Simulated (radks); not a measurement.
Results of a calculation; reference values are marked as such.
All-electron atom: neutral rhenium in [Xe] 4f14 5d5 6p2 (not the ground configuration).

Code: a radial shooting solver on a logarithmic mesh with Libxc functionals. Model: Dirac Kohn-Sham, BLYP, spin-unpolarised, spherical densities, point nucleus; open shells fill j = l - 1/2 first.

Energy parts (hartree):
total: -16718.4954
kinetic: 18912.3298
electron-nucleus: -41824.5946
Hartree: 6527.5790
exchange-correlation: -333.8095

Orbitals (lengths in bohr, moments of r in powers of bohr; r(max) is where P^2 peaks):
orbital  occ.  eigenvalue (hartree)   r(max)
1s1/2       2             -2630.236  0.01123
2s1/2       2             -455.7639  0.06471
2p1/2       2             -436.0703  0.04801
2p3/2       4             -383.1404  0.05496
3s1/2       2             -105.5557   0.1822
3p1/2       2             -96.77504   0.1705
3p3/2       4             -85.28114   0.1847
3d3/2       4             -70.55020   0.1445
3d5/2       6             -68.05549   0.1484
4s1/2       2             -22.07434   0.4130
4p1/2       2             -18.41336   0.4124
4p3/2       4             -15.73016   0.4422
4d3/2       4              -9.72478   0.4381
4d5/2       6              -9.22919   0.4475
5s1/2       2              -3.19992   0.9382
5p1/2       2              -2.09413    1.003
5p3/2       4              -1.69032    1.086
4f5/2       6              -1.67100   0.4142
4f7/2       8              -1.57871   0.4191
5d3/2       4              -0.28891    1.395
5d5/2       1              -0.25548    1.440
6p1/2       2              -0.10313    3.198
6p3/2       0              -0.07931    3.579

The highest occupied level is 6p1/2 at -2.806 eV. The density falls to 0.001 e/bohr^3 at r = 5.11 bohr. Summed over all electrons, <r^2> = 82.01 bohr^2, which gives a Langevin (diamagnetic) susceptibility term of -65 x 10^-6 cm^3/mol.
